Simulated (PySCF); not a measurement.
**Working out the ionisation energy of C⁺**

C⁺ [He] 2s2 2p1 (2P) → C²⁺ [He] 2s2 (1S). Computed with PySCF 2.14 in aug-cc-pVDZ, with the non-relativistic Hamiltonian (point nucleus). Frozen: 1s2. Energies in hartree (1 hartree = 27.21139 eV):

```
            part  C⁺ (lower)  C²⁺ (upper)
             UHF  -37.290253   -36.401652
CCSD correlation   -0.067257    -0.072007
             (T)   -0.000686     0.000000
```

Q: What does Hartree-Fock give?

A: (-36.401652) − (-37.290253) = 0.888601 hartree = 24.180 eV.

Q: What do CCSD and CCSD(T) give?

A: The CCSD correlation energies differ by -0.004750 hartree = -0.129 eV and the triples by 0.000686 hartree = 0.019 eV, so CCSD gives 24.051 eV and CCSD(T) 24.070 eV.

Measured between the centres of the two terms (NIST): 24.378 eV, so CCSD(T) (valence) is off by -0.308 eV.

A double-zeta basis recovers only part of the correlation energy.

The coupled-cluster amplitudes are large, so a single reference is strained.

What remains against the reference includes basis incompleteness, the frozen core and higher excitations.
